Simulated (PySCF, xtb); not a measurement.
CH5ClFNSi, SMILES [Si@H](CN)(Cl)F.

GFN2-xTB run with xtb at its own geometry gives an orbital gap of 4.78 eV and a dipole moment of 1.61 D.

Coordinates come from a PBE0-D3(BJ)/def2-SVP optimisation. The structure was generated by enumeration; whether it is a known compound was not checked. Other conformers were not sampled.

Q: What does PySCF with PBE/def2-TZVP give? (Estimate from the structure and the level; the computed values follow.)

A: gap 5.05 eV (levels -5.64 and -0.59 eV), dipole 1.51 D.
